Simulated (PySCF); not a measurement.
Gas-phase reaction: Ge₃H₈ + 2 GeHCl = GeH₂Cl₂ + 4 GeH₂

Method: PySCF energies plus ideal-gas RRHO corrections (1 bar). † marks an energy on the PBE0/def2-TZVP geometry and frequencies; other levels use their own. MP2 freezes the core. 6-31G* has spherical d functions here. All species are closed-shell singlets. Ge: all electrons, no relativistic terms. GeHCl, GeH₂: computed as isolated molecules; such fragments, hydroxides, amides, oligomers or adducts are transient or little studied in the gas. MP2 isn't extrapolated to the basis-set limit.

```tsv
level	ΔH°(298 K), kJ
BLYP/def2-TZVP†	433
HF/6-31G*	411
HF/def2-TZVP†	(withheld)
MP2/def2-SVP†	494
PBE/def2-TZVP†	(withheld)
PBE0/def2-SVP†	(withheld)
PBE0/def2-TZVP	505
```

Task: Fill in the missing entries.

Result: 
- HF/def2-TZVP†, ΔH°(298 K), kJ: 405
- PBE/def2-TZVP†, ΔH°(298 K), kJ: 499
- PBE0/def2-SVP†, ΔH°(298 K), kJ: 507
